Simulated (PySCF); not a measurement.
C₂H₆ClFSi.

```xyz
11

C      0.9996    -0.6883     1.5644
Si     0.3312     0.0454     0.0000
C      0.9996    -0.6883    -1.5644
F      0.6619     1.6378     0.0000
Cl    -1.7307    -0.1217     0.0000
H      0.5607    -0.1913     2.4423
H      0.7628    -1.7615     1.6231
H      2.0936    -0.5705     1.6090
H      0.5607    -0.1913    -2.4423
H      0.7628    -1.7615    -1.6231
H      2.0936    -0.5705    -1.6090
```
Charge 0, spin multiplicity 1.

Coordinates come from a PBE0-D3(BJ)/def2-SVP optimisation.

Calculation: PBE0/pcSseg-1 run with PySCF. Non-relativistic, no solvent.

Computed absolute GIAO shielding of each atom: isotropic value and principal components (ppm):
| atom | σ(iso) | σ11 | σ22 | σ33 | span |
|---|---|---|---|---|---|
| C1 | 181.5 | 173.4 | 178.2 | 192.8 | 19.4 |
| Si2 | 310.8 | 278.5 | 304.9 | 349.1 | 70.7 |
| C3 | 181.5 | 173.4 | 178.2 | 192.8 | 19.4 |
| F4 | 318.2 | 268.5 | 331.4 | 354.8 | 86.3 |
| Cl5 | 878.9 | 749.2 | 881.6 | 1006.0 | 256.8 |
| H6 | 30.6 | 26.2 | 28.3 | 37.2 | 11.0 |
| H7 | 31.0 | 27.1 | 28.8 | 37.1 | 10.0 |
| H8 | 30.9 | 26.5 | 28.1 | 38.0 | 11.5 |
| H9 | 30.6 | 26.2 | 28.3 | 37.2 | 11.0 |
| H10 | 31.0 | 27.1 | 28.8 | 37.1 | 10.0 |
| H11 | 30.9 | 26.5 | 28.1 | 38.0 | 11.5 |
